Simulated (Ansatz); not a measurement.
Ansatz results at the PBE0-D4/def2-TZVP geometry: HOMO–LUMO gap (B3LYP/def2-TZVPP) 4.56 eV; size of the dipole moment (B3LYP/def2-TZVPP) 3.19 D; HOMO energy (ωB97M-V/def2-TZVPP) -9.37 eV.

Each molecule was computed in one conformer, which needn't be the lowest.

Q: Which molecule gave them?
A. `Cl[CH2][GeH2][SeH]`
B. `Oc1ccsc1`
C. `CC#COC=S`
D. `O=C1CC=CS1`

A: C. The others give `Oc1ccsc1`: 5.66, 0.95, -8.44; `O=C1CC=CS1`: 5.39, 3.47, -8.86; `Cl[CH2][GeH2][SeH]`: 6.25, 2.31, -9.18.

B3LYP here is the variant with VWN-RPA as its local correlation; programs differ in this.
